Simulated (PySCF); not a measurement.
## How methods differ on the ionisation energy of Be⁺

Be⁺ [He] 2s1 (2S) → Be²⁺ 1s2 (1S), as a difference of total energies. Computed with PySCF 2.14 in Sapporo-DZP-2012, with the spin-free X2C one-electron Hamiltonian (Gaussian nucleus). The calculations carry no spin-orbit coupling.

```tsv
method	ionisation energy (eV)
UHF	18.082
r2SCAN	18.160
TPSS	18.362
```

For comparison: 18.211 eV (measured; NIST Atomic Spectra Database, ionization energies).
